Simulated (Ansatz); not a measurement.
This geometry of a periodic cell of 15 atoms, MoW₁₄ (host W, host structure bcc, dopant Mo, one W atom removed) is a first-order saddle point.

The calculation used Ansatz, DFT PBE, scalar-relativistic, plane waves, PAW. Settings: PAW set soft_1, cutoff 420 eV, k mesh 3x3x3, gaussian smearing 0.1 eV, no spin polarisation.

```xyz
15
Lattice="6.3200 0.0000 0.0000 0.0000 6.3200 0.0000 0.0000 0.0000 6.3200" Properties=species:S:1:pos:R:3
W 0.004 0.004 0.004
W 3.150 0.038 0.038
W 0.038 3.150 0.038
W 0.038 0.038 3.150
Mo 2.567 2.568 2.568
W 3.180 3.181 -0.024
W 3.180 -0.024 3.180
W 4.804 1.552 1.552
W -0.024 3.181 3.180
W 1.551 4.805 1.552
W 1.551 1.552 4.805
W 4.729 4.729 1.579
W 4.729 1.579 4.729
W 1.579 4.729 4.729
W 4.712 4.713 4.713
```

Task: Which two structures does it join? (They come from a converged band through this point; their orientation in space is the band's.)

Result: Contacts lost: W1–Mo5, W2–Mo5, W3–Mo5, W4–Mo5. Contacts made: Mo5–W12, Mo5–W13, Mo5–W14, Mo5–W15. The atom that moves furthest is Mo5, by 2.69 Å; four of its nearest neighbours are W7 2.72, W6 2.72, W9 2.72, W3 2.75 Å at the first end and W8 2.73, W11 2.73, W10 2.73, W13 2.74 Å at the last.

Image 0:

```xyz
15
Lattice="6.3200 0.0000 0.0000 0.0000 6.3200 0.0000 0.0000 0.0000 6.3200" Properties=species:S:1:pos:R:3
W -0.002 -0.001 -0.001
W 3.154 -0.002 -0.003
W -0.004 3.157 -0.002
W -0.004 -0.002 3.156
Mo 1.592 1.594 1.594
W 3.153 3.155 -0.002
W 3.152 -0.002 3.154
W 4.723 1.588 1.588
W -0.006 3.154 3.154
W 1.587 4.725 1.589
W 1.586 1.589 4.725
W 4.715 4.718 1.595
W 4.715 1.594 4.718
W 1.593 4.717 4.717
W 4.722 4.724 4.724
```

Image 6:

Only the atoms that move by more than 0.05 Å are listed.
```
Mo5 3.145 3.145 3.145
```

Task: How far does it lie above each of them?

Result: 1.34 eV above the first and 1.34 eV above the second. This is the barrier of this one path; another mechanism may lie lower. Limits of this set-up: coarse k mesh, a small cell, in which the defect meets its images.

The run took 15 min on 4 threads of Arm Neoverse V2, on a shared host, peak memory 2.9 GiB.
